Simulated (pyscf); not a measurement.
This saddle point was located with ωB97X-D3(BJ)/def2-SVP in PySCF.

```xyz
8

F     -0.2118     0.7426    -0.0429
Ge     0.9405    -0.6259     0.5482
F      1.9704    -0.7587     1.9571
H      0.1721    -1.9149     0.2974
H      1.9905    -0.1910    -0.4769
Ge    -1.4652     0.7877     1.6052
H     -0.1906    -0.1663     2.0716
H     -2.1968    -0.5000     1.0251
```
Charge 0, spin multiplicity 1.

Surface: singlet, charge 0. Lowest wavenumbers (cm⁻¹): 182i, 131, 170, 238, 384.

Problem. Which two sides does it connect, and which bonds change?

Solution. F–GeH₂–F (SMILES [F][GeH2][F]) + GeH₂ (SMILES [GeH2]) [singlet] ⇌ F–GeH: (SMILES [F][GeH]) [singlet] + F–GeH₃ (SMILES [F][GeH3]), a four-centre exchange read from left to right: F–Ge, Ge–H broken and F–Ge, Ge–H formed. At ωB97M-D3(BJ)/def2-TZVP it lies -0.06 eV from the left side and +0.36 eV from the right (each side as separated species at their lowest minima found). On the reactant side the descent ends in an adduct with a F–Ge contact, 0.46 eV under the separated species and 0.27 eV under the saddle at ωB97X-D3(BJ)/def2-TZVP. On the product side the descent ends in a bound adduct, 0.38 eV under the separated species and 0.61 eV under the saddle at ωB97X-D3(BJ)/def2-TZVP. At ωB97M-D3(BJ) the saddle lies under the separated reactants, which points to a path from their complex (located at ωB97X-D3(BJ) alone). What is counted as formed (F–Ge) is already present as a longer contact in the reactant adduct; forming that adduct is a step of its own. At ωB97X-D3(BJ)/def2-TZVP the barrier from the zero used here is -0.20 eV. One saddle was located; it need not be the lowest between these sides. Elements up to Kr have no core potential and no relativistic terms here.
